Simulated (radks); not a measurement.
The gold ion Au2+ is in [Xe] 4f14 5d(3/2: 4, 5/2: 5). Method: Dirac Kohn-Sham, PBE, spin-unpolarised, spherical densities, finite nucleus; Fermi nuclear charge, rms radius of each element as measured or else 0.836 A^(1/3) + 0.57 fm; computed with a radial shooting solver on a logarithmic mesh with Libxc functionals. Sub-shells are occupied by j as written (lower j first in brackets). One electron is removed from 5d3/2, 5d5/2, 5p3/2, 5p1/2 in turn, with full relaxation. Which removal costs least, and what does each cost?

Answer. 5d5/2 33.083 eV; 5d3/2 34.931 eV; 5p3/2 84.531 eV; 5p1/2 101.51 eV. The 5d5/2 electron leaves first.
